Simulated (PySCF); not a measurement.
Computed with PySCF 2.14.0 with PBE-D3(BJ)/def2-TZVP // B3LYP-D3(BJ)/def2-SVP. Isolated molecules, 0 K electronic values unless said otherwise. One relaxed conformer stands for a flexible species; it need not be the lowest. Excitations are Tamm–Dancoff values on a coarser integration grid. The basis has no diffuse functions, so Rydberg states are missing or too high.

Reference species (SMILES): `s1c(ccc1F)B` (neutral, multiplicity 1).

```
Property               Result
-------------------  --------
LUMO                 -2.95 eV
T1 excitation (TDA)   2.92 eV
```

Changed species: `Bc1ccsc1F`.

**Question.** What does the change do to the LUMO and T1 excitation (TDA)?

**Answer.** the LUMO increases by 0.10 eV, to -2.85 eV; the T1 excitation (TDA) stays essentially unchanged.
